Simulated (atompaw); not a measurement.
## Pseudopotential generation for I: PAW (atompaw), PBE, scalar-relativistic.

The input file (atompaw 4.2.0.5):

```
I 53
GGA-PBE scalarrelativistic loggrid 1500 logderivrange -6 5 276
5 5 4 0 0 0
5 0 1.5
5 1 5.5
0 0 0
c
c
c
c
v
c
c
c
v
c
v
2
1.90 1.40 1.60 1.85
y
3.4
n
y
3.75
n
y
-0.3
n
custom rrkj gramschmidtortho sinc
3 0 troulliermartins
1.90
1.90
1.90
1.90
1.90
1.90
PWSCFOUT
UPFDX 0.0125d0 UPFXMIN -7.d0 UPFZMESH 53.d0
END
```

Command:

```bash
atompaw < I.input > I.log
```

Resulting log (summary file):

```
Completed calculations for I (AE)

 Exchange-correlation type: GGA, Perdew-Burke-Ernzerhof

 Radial integration grid is logarithmic
 r0 =   1.6479931E-04 h =   8.7343635E-03   n =      1500 rmax =   8.0000000E+01

 Scalar relativistic calculation

 AEatom converged in  28 iterations
   nz     =  53.00
   delta  =       1.873302825047E-14

 All Electron Orbital energies:
  n  l      occupancy      energy
  1  0      2.0000000E+00 -2.4244102E+03
  2  0      2.0000000E+00 -3.7462043E+02
  3  0      2.0000000E+00 -7.5651684E+01
  4  0      2.0000000E+00 -1.3324435E+01
  5  0      1.5000000E+00 -1.3062031E+00
  2  1      6.0000000E+00 -3.3623063E+02
  3  1      6.0000000E+00 -6.3212883E+01
  4  1      6.0000000E+00 -9.4266872E+00
  5  1      5.5000000E+00 -5.4065550E-01
  3  2      1.0000000E+01 -4.4589558E+01
  4  2      1.0000000E+01 -3.7439388E+00

 Total energy
   Total                    :   -14232.41283837425362

 ---
 Completed calculations for I (SC)

 Exchange-correlation type: GGA, Perdew-Burke-Ernzerhof

 Radial integration grid is logarithmic
 r0 =   1.6479931E-04 h =   8.7343635E-03   n =      1500 rmax =   8.0000000E+01

 Scalar relativistic calculation

 SCatom converged in   5 iterations
   nz     =  53.00
   delta  =       1.174962462948E-14

 Valence Electron Orbital energies:
  n  l      occupancy      energy
   5  0      1.5000000E+00 -1.3062031E+00
   5  1      5.5000000E+00 -5.4065550E-01
   4  2      1.0000000E+01 -3.7439388E+00

 Total energy
   Total                    :   -14232.41283837123228
   Valence                  :     -550.82305170365385

 PAW parameters:
       lmax =            2
         rc =    1.9033862894936897
        irc =         1072
   rc_shape =    1.4020015246873838
    rc_vloc =    1.6123069185728598
    rc_core =    1.8541551886067384
   Vloc: Norm-conserving Troullier-Martins with l= 3;e=   0.0000E+00
   Projector type: RRKJ pseudization + Gram-Schmidt ortho.
   Sinc^2 compensation charge shape zeroed at   1.4020E+00

 Number of basis functions     6
 No.   n  nodes  l      Energy         Cp coeff         Occ
  1    5    4    0   -0.1306203E+01  0.1000000E+01  0.1500000E+01
  2  999    5    0    0.3400000E+01  0.2388457E-01  0.0000000E+00
  3    5    3    1   -0.5406555E+00  0.1000000E+01  0.5500000E+01
  4  999    4    1    0.3750000E+01  0.4492829E-01  0.0000000E+00
  5    4    1    2   -0.3743939E+01  0.1000000E+01  0.1000000E+02
  6  999    2    2   -0.3000000E+00 -0.1672774E+01  0.0000000E+00

 Eigenvalues of overlap operator (in the basis of projectors):
    1        1.49460945E-02
    2        1.95791578E-02
    3        7.39943670E-01
    4        2.25615864E+00
    5        4.68019875E+00
    6        1.57227240E+04

 Orbital leakage outside PAW augmentation regions
   orb  is_core?  %out_of_sphere
   1 0    T           0.00
   2 0    T          -0.00
   3 0    T           0.00
   4 0    T           0.05
   5 0    F          48.80
   2 1    T           0.00
   3 1    T           0.00
   4 1    T           0.18
   5 1    F          70.79
   3 2    T           0.00
   4 2    F           1.67

 Summary of PAW energies
   Total valence energy     :   -550.82308697307121
   Smooth energy            :     66.22372040818649
   One center               :   -617.04680738125774
   Smooth kinetic           :     26.69862613349550
   Vloc energy              :    -10.34213344561889
   Smooth exch-corr         :     -8.95559917336453
   One-center xc            :   -353.00655196616168
```

Note: ghost states, extra bound levels that the all-electron valence spectrum of the same l lacks: s at -556.8 eV, p at -71.4 eV. A true bound ghost makes a file unfit for plane-wave use.

The run took about 3 s on one core of a shared server CPU.
